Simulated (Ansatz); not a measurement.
Input for Ansatz (development build ahead of 0.2.0):

```yaml
crystal:
  periodic: [false, false, false]
  atoms:
    - { symbol: B, position_ang: [0.0, 0.0, 0.0] }
    - { symbol: Be, position_ang: [0.0, 1.7388, 0.0] }
    - { symbol: Be, position_ang: [0.0, -1.7388, 0.0] }
basis:
  gaussian: { orbitals: pcseg-2 }
magnetization:
  initial_magnetization: 3
hamiltonian:
  xc: r2scan
```

The input is written out in the form of the current development build from the run's settings.

The run gave:

```yaml
Converged: yes
Total_energy: -54.07185 hartree
Spin_squared_of_the_determinant: 3.750
Stability_test: minimum among restricted orbitals
```

Caution: other spin multiplicities may lie lower.
